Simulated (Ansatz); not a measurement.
`[AlH2][SiH2]O[SiH3]` + `CC1=CC1` → `CC1=[C]([AlH2])C1` + disiloxane  (formal exchange of groups at the Al–Si bond)

Isolated molecules relaxed with PBE0-D4/def2-TZVP in Ansatz; ΔE leaves out vibrations. CBS: MP2 limit from def2 TZ/QZ plus the TZ coupled-cluster correction, frozen cores. DFT in def2-TZVPP. B3LYP here is the variant with VWN-RPA as its local correlation; programs differ in this. Each species was taken in one conformer, which may not be the lowest.

```
             level  ΔE (kJ/mol)  difference from CCSD(T)/CBS
            PBE-D4        -42.0                         14.3
         r2SCAN-D4        -56.4                         -0.1
           ωB97X-V        -52.5                          3.8
            r2SCAN        -56.2                          0.1
             B3LYP        -55.5                          0.8
     HF/def2-TZVPP        -64.3                         -8.0
SCS-MP2/def2-TZVPP        -66.6                        -10.3
     HF/def2-QZVPP        -65.0                         -8.7
    MP2/def2-QZVPP        -68.0                        -11.7
    CCSD/CBS(def2)        -55.6                          0.7
       CCSD(T)/CBS        -56.3                            0
```

Largest T1 diagnostic among the species: 0.012.

From PBE to PBE0 (25 % exact exchange), in def2-TZVPP and without D4, ΔE moves by −3.1 kJ/mol.
